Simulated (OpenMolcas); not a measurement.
# What dynamic correlation does to the levels of Bi IV

```
Program             : OpenMolcas
Basis               : ANO-RCC-VTZP [8s7p5d3f2g]
Scalar Hamiltonian  : DKH2, point nucleus
Active space        : 2 electrons in 4 orbitals (6s 6p)
State averaging     : 2S+1 = 3 even, 3 roots; 2S+1 = 1 even, 7 roots; 2S+1 = 3 odd, 3 roots; 2S+1 = 1 odd, 3 roots
Spin-orbit coupling : state interaction with AMFI integrals over the reference wave functions, term energies averaged over their components
```

Methods on the same reference wave functions:
A. CASSCF
B. SS-CASPT2, IPEA 0.25 Eh, imaginary shift 0.1 Eh (closed shells correlated: 5d)
C. MS-CASPT2, IPEA 0.25 Eh, imaginary shift 0.1 Eh (closed shells correlated: 5d)
D. XMS-CASPT2, IPEA 0.25 Eh, imaginary shift 0.1 Eh (closed shells correlated: 5d)

Energies in cm-1 above 6s2 1S0, the measured ground level; measured values from Moore, Atomic Energy Levels, vol. III, NSRDS-NBS 35 (1971 reprint of NBS Circular 467, 1958).

| Level | A | B | C | D | Measured |
| --- | --- | --- | --- | --- | --- |
| 6s2 1S0 | 0.0 | 0.0 | 0.0 | 0.0 | 0.0 |
| 6s 6p 3P* 0 | 67000 | 73500 | 74090 | 75750 | 70968 |
| 6s 6p 3P* 1 | 72416 | 78170 | 78760 | 80380 | 75926 |
| 6s 6p 3P* 2 | 88992 | 95490 | 96080 | 97750 |  |
| 6s 6p 1P* 1 | 117822 | 112140 | 112720 | 113920 | 114602 |
| 6p2 3P0 | 168452 | 172020 | 172600 | 173750 | 166552 |
| 6p2 3P1 | 182910 | 187930 | 188520 | 190090 | 185014 |
| 6p2 1S0 | 226828 | 223630 | 224810 | 224430 |  |

Deviations, from unrounded energies. A percentage is the sum of absolute deviations over the sum of measured energies, with the sign that they share, or ± where signs differ.

```csv
Against measurement,Levels,A,B,C,D
mean absolute deviation (cm-1),5,2900,3100,3500,4400
other configurations (%),5,±2.4,±2.6,±2.8,±3.6
```

A lies closest to measurement on these levels and D furthest from it. The largest miss of A in the table is 6s 6p 3P* 0, by -4000 cm-1. The ranking rests on the paired levels alone, and a cruder setting can come out closer through cancelling errors.

Among B to D the level of the table that moves most is 6s 6p 3P* 0, by 2300 cm-1 (lowest in B, highest in D). Moves below CASPT2's spread within the term are not significant.

The lowest spin-free term lies below A's lowest term by 0.399 hartree in B, 0.401 hartree in C, 0.411 hartree in D.

Term energies are means over components that CASPT2 splits; among the terms shown or strongly mixed into the levels shown the widest spread is 250 cm-1 (6s 6p 1P*, D). Over all roots computed the reference weight is 0.88 to 0.94 in B, 0.88 to 0.94 in C, 0.79 to 0.94 in D; the roots of lowest weight are the least certain, and an intruder state may touch them. The ¹D term of p² mixes with s d, which this space lacks. Spin-orbit splittings of 6p shells tend to come out small when the coupling is added on scalar orbitals. Measured partners are found by configuration, term and J. A level has none where our copy of the source lacks it or the pairing is in doubt (some pairs that miss far off the trend of their configuration count as doubtful), and it then counts in no deviation. Only configurations of the active space appear. The table leaves out levels that lie high or whose names do not pair safely across all columns.

* marks odd parity.
